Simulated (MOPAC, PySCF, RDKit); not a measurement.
Dimer: H2O (SMILES O) (first 3 atoms) with CH2O (SMILES C=O); geometry from B3LYP-D3(BJ)/def2-TZVP, rigid monomers moved along the line of their centres of mass till H2···O5 is 2.78 Å.
(charge 0, multiplicity 1):
| atom | x (Å) | y (Å) | z (Å) |
|---|---|---|---|
| O | 0.2747 | -0.1146 | 0.5396 |
| H | -0.4627 | -0.4410 | 1.0783 |
| H | -0.0426 | -0.1115 | -0.3678 |
| C | -0.6184 | -0.4491 | 4.3228 |
| O | -1.4973 | -0.8732 | 3.6175 |
| H | 0.3018 | -0.0116 | 3.9003 |
| H | -0.7009 | -0.4823 | 5.4239 |

Interaction energies are E(AB) − E(A) − E(B) at the monomers' geometry in the complex; basis-set methods are counterpoise corrected. Rows marked so take none. RDKit's UFF carries no charges.

Rows in 3-21G carry no dispersion term and start afresh at each structure. The state that PM6 reach isn't checked.

Programs: MOPAC for PM6 (differences of heats of formation); PySCF for 3-21G rows; RDKit for the force fields. Each number belongs to the level named beside it.

Question: One of these levels gives -0.31 kcal/mol for the interaction energy. Name it.
A) PM6
B) UFF
C) MMFF94
D) HF/3-21G (no counterpoise)

Answer: B, UFF. The others give -3.32 (MMFF94), -2.27 (PM6), -3.83 (HF/3-21G (no counterpoise))
